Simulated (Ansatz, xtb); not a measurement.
**Isomers of H4O3Si2 in order of energy**

3 gas-phase structures of H4O3Si2, found in a search over its isomers (lower ones may exist). Each was relaxed with GFN2-xTB; where two conformers were screened, the lower at r2SCAN-D4/def2-SVP//GFN2-xTB is listed:

A. `O=[SiH]O[SiH2]O`, a singlet
B. `O=[Si](O)O[SiH3]`, a singlet
C. a singlet given by its coordinates

C (Å):

| atom | x (Å) | y (Å) | z (Å) |
| --- | --- | --- | --- |
| O | -0.7080 | -0.4639 | 0.6633 |
| O | -0.3826 | 2.1062 | 1.6403 |
| O | 1.0477 | 1.5350 | -0.0918 |
| Si | 0.3151 | 0.6747 | 1.1359 |
| Si | 0.3992 | 2.9715 | 0.4519 |
| H | -1.3837 | -0.2836 | 0.0119 |
| H | 1.2359 | 0.1218 | 2.0849 |
| H | 1.4287 | 3.8051 | 1.0242 |
| H | -0.5499 | 3.4948 | -0.5064 |

Close contacts (Å): O1–Si4 1.60, O2–Si4 1.67, O2–Si5 1.66, O3–Si4 1.67, O3–Si5 1.67, Si4–Si5 2.40, O1–H6 0.96, Si4–H7 1.43, Si5–H8 1.44, Si5–H9 1.45.

**Question.** Which do you expect lowest at r2SCAN-D4/def2-SVP//GFN2-xTB, and how would the others follow?

**Answer.** Calculated order at r2SCAN-D4/def2-SVP//GFN2-xTB: C (0.000), A (1.590), B (1.688) eV.

Energies above the lowest of each column, in eV; the last columns are at r2SCAN-D4/def2-SVP geometries:

| structure | GFN2-xTB | HF/STO-3G | r2SCAN-D4/def2-SVP//GFN2-xTB | r2SCAN-D4/def2-SVP | CCSD(T)/def2-SVP + ΔMP2/def2-TZVPP |
| --- | --- | --- | --- | --- | --- |
| C | 0.267 | 0.000 | 0.000 | 0.000 | 0.000 |
| A | 0.000 | 2.909 | 1.590 | 1.504 | 1.597 |
| B | 0.443 | 2.799 | 1.688 | 1.721 | 1.757 |

CCSD(T)/def2-SVP + ΔMP2/def2-TZVPP puts C lowest; GFN2-xTB picks A. Flexible structures stand in one conformer each, not always the lowest. ΔMP2 is the change of the MP2 energy from the smaller to the larger basis.

Programs: Ansatz 0.2.0, xtb 6.7.1.
